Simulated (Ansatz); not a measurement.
Compare A (`CO[SiH](N)O[SiH3]`) with its isomer B (`C[SiH](O)N[SiH2]O`).

Isolated molecules relaxed with PBE0-D4/def2-TZVP in Ansatz; ΔE leaves out vibrations. CBS: MP2 limit from def2 TZ/QZ plus the TZ coupled-cluster correction, frozen cores. DFT in def2-TZVPP. B3LYP here is the variant with VWN-RPA as its local correlation; programs differ in this. Each species was taken in one conformer, which may not be the lowest.

A:

Z-matrix (Å, degrees):
```
C
O 1 1.411
H 1 1.095 2 110.8
H 1 1.095 2 111.6 3 -121.2
H 1 1.092 2 108.4 3 118.9
Si 2 1.632 1 124.5 3 82.2
O 6 1.634 2 112.8 1 -65.0
N 6 1.702 2 111.2 1 51.6
H 6 1.478 2 103.1 1 176.8
Si 7 1.634 6 142.9 2 -45.0
H 8 1.006 6 120.2 2 -143.4
H 8 1.006 6 122.0 2 65.1
H 10 1.487 7 110.3 6 68.2
H 10 1.484 7 108.2 6 -172.3
H 10 1.487 7 110.8 6 -52.5
```

B:

```xyz
15

C    -1.5657   -0.0245   -2.0269
Si   -0.5438   -0.4881   -0.5535
O     0.5957   -1.5528   -1.0833
N     0.1620    0.9126    0.1860
Si    0.9118    0.8499    1.7205
O     1.7727   -0.5674    1.7721
H    -1.9800   -0.9175   -2.5000
H    -0.9572    0.4946   -2.7723
H    -2.3925    0.6284   -1.7391
H    -1.3530   -1.1151    0.5280
H     1.2868   -1.7306   -0.4389
H     0.4699    1.6516   -0.4294
H     1.7905    2.0398    1.8636
H    -0.0612    0.8072    2.8448
H     1.8641   -0.9880    2.6284
```

Question: Which isomer does CCSD(T)/CBS put lower? Give the gap. (An estimate is asked.)

Answer: Ansatz gave: B, by 11.6 kcal/mol.

Question: Give E(B) − E(A) in kcal/mol with MP2/def2-TZVPP, PBE0-D4, PBE-D4, HF/def2-TZVPP, B3LYP, ωB97M-V, r2SCAN-D4. (Best estimate.)

Answer: Computed: MP2/def2-TZVPP -12.9, PBE0-D4 -12.3, PBE-D4 -12.9, HF/def2-TZVPP -3.9, B3LYP -8.6, ωB97M-V -11.8, r2SCAN-D4 -12.0. None reverses the order clearly.

Largest T1 diagnostic: 0.011.

In def2-TZVPP, CCSD(T) changes the Hartree–Fock value by −7.1 kcal/mol (the triples alone add −0.9 kcal/mol) and MP2 by −9.0 kcal/mol.
